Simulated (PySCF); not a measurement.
Point-charge models of `C=CC[SiH]1CC=CC1` against its computed dipole.

Coordinates (PBE0-D3(BJ)/def2-SVP, Å) and charges (e) from the PBE0/pcSseg-1 density (PySCF):

```
atom       x       y       z  Mulliken      IAO  Hirshfeld  ESP-fitted
  C1   2.789  -0.261  -0.651   -0.1821  -0.3358    -0.1135     -0.5835
  C2   2.216   0.647   0.145   -0.2485  -0.1208    -0.0369     -0.0394
  C3   0.876   1.267  -0.067   -0.4808  -0.5394    -0.1561     -0.3463
 Si4  -0.437   0.480   1.053   +0.8938  +0.9216    +0.3715     +0.4051
  C5  -0.779  -1.312   0.536   -0.5137  -0.5513    -0.1653     -0.0804
  C6  -2.086  -1.178  -0.201   -0.1736  -0.1523    -0.0524     -0.2126
  C7  -2.755  -0.016  -0.146   -0.1743  -0.1547    -0.0537     -0.1774
  C8  -2.180   1.126   0.653   -0.5197  -0.5507    -0.1642     -0.1777
  H9   2.311  -0.590  -1.580   +0.1120  +0.1373    +0.0416     +0.2354
 H10   3.760  -0.700  -0.407   +0.1203  +0.1472    +0.0433     +0.2079
 H11   2.741   0.941   1.063   +0.1170  +0.1401    +0.0438     +0.1402
 H12   0.900   2.351   0.141   +0.1561  +0.1522    +0.0442     +0.1214
 H13   0.535   1.135  -1.107   +0.1509  +0.1490    +0.0443     +0.1453
 H14  -0.028   0.646   2.483   -0.0768  -0.1314    -0.0863     -0.1270
 H15  -0.872  -1.995   1.399   +0.1577  +0.1537    +0.0407     +0.0542
 H16   0.023  -1.731  -0.097   +0.1574  +0.1506    +0.0358     +0.0557
 H17  -2.486  -2.028  -0.766   +0.0998  +0.1425    +0.0418     +0.1175
 H18  -3.713   0.106  -0.664   +0.1001  +0.1423    +0.0416     +0.1202
 H19  -2.177   2.070   0.081   +0.1468  +0.1466    +0.0391     +0.0618
 H20  -2.777   1.321   1.561   +0.1576  +0.1532    +0.0403     +0.0796
```

Problem. Form Σ q r in debye for every column and set it beside the full dipole.

Solution. The full density gives (-0.26, 0.28, -0.01) D, 0.39 D in size; dipole vectors point from the negative to the positive end.

```json
{"scheme": "Mulliken", "μx": "1.19", "μy": "0.89", "μz": "1.85", "size (D)": "2.37", "share of the full size (%)": "615", "angle to the full dipole (°)": "95"}
{"scheme": "IAO", "μx": "0.05", "μy": "0.52", "μz": "1.23", "size (D)": "1.33", "share of the full size (%)": "346", "angle to the full dipole (°)": "76"}
{"scheme": "Hirshfeld", "μx": "0.01", "μy": "0.37", "μz": "0.28", "size (D)": "0.46", "share of the full size (%)": "120", "angle to the full dipole (°)": "56"}
{"scheme": "ESP-fitted", "μx": "-0.25", "μy": "0.29", "μz": "-0.02", "size (D)": "0.38", "share of the full size (%)": "99", "angle to the full dipole (°)": "2"}
```

Problem. Which set comes closest?

Solution. Length of the difference vector: ESP-fitted 0.01 D, Hirshfeld 0.40 D, IAO 1.30 D, Mulliken 2.44 D. Closest: ESP-fitted. The schemes that divide the density aren't constrained to reproduce the dipole.

Problem. What is left for the Hirshfeld atoms' own dipoles?

Solution. The shares of the density sum to the whole, so what Σ q r misses lies in dipoles about the nuclei. The atomic dipoles sum to (-0.26, 0.28, -0.01) − (0.01, 0.37, 0.28) = (-0.27, -0.09, -0.29) D, 0.40 D in size.

Problem. With the origin at the mean of the coordinates, (-0.207, 0.114, 0.172) Å, which are the largest single terms, by size, of the IAO dipole along the direction of the full one?

Solution. C8 -5.48, C1 +3.70, H10 -2.32, H19 +1.95, H20 +1.91 D; all 20 atoms together +0.31 D. The single terms depend on the origin, their sum doesn't.

Problem. Give the size of the full dipole in other units.

Solution. 0.39 D = 0.152 au = 0.080 e·Å = 1.29 × 10⁻³⁰ C·m.

The structure is a single PBE0-D3(BJ)/def2-SVP conformer in the gas phase; no vibrational or solvent corrections.

The run behind these numbers computed NMR shieldings as well. Hardware: one thread, Arm Neoverse V1 (aarch64), shared host. Cost: 35 s, 0.95 GiB resident at most.
